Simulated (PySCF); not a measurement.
Atoms are numbered as in `[CH:1]#[C:2][c:3]1[p:4][cH:5][c:6]([SiH3:7])[cH:8][p:9]1`; H(Xn) means a hydrogen on atom n.

[PySCF: shielding tensors at PBE0/pcSseg-1 (GIAO); geometry: GFN2-xTB; non-relativistic; rapidly exchanging positions averaged; isolated molecule; single conformer]

**Question.** List the cross peaks expected in HSQC, COSY and HMBC spectra.

**Answer.** 

HSQC (one-bond C–H):
| δH | δC |
| --- | --- |
| 9.60 (H(C5)/H(C8)) | 169.6 (C5/C8) |
| 4.85 (H(C1)) | 113.1 (C1) |

HMBC (two and three bonds, from the bond graph):
| δH | δC |
| --- | --- |
| 9.60 (H(C5)/H(C8)) | 194.4 (C3), 169.6 (C5/C8), 139.3 (C6) |
| 4.85 (H(C1)) | 194.4 (C3), 90.8 (C2) |
| 4.67 (H(Si7)) | 169.6 (C5/C8), 139.3 (C6) |

No COSY cross peaks are expected.

Chemical shifts δ = σref − σ; TMS for ¹H (σ = 31.72 ppm) and ¹³C (σ = 186.93 ppm), all at this level.

Short H···H contacts in this conformer between protons four or more bonds apart (candidates for NOE cross peaks, intensity ∝ r⁻⁶): H(C5)···H(Si7) 2.65 Å, H(Si7)···H(C8) 2.65 Å.

Shifts are as computed. Against solution values, carbons near 30 ppm lie about +3 ppm off and those near 130 ppm about +5 ppm. Of 1211 compounds with measured shifts, 218 miss one by over three times the rms of a fit or turn the order of signals round; such compounds aren't used in these exercises.
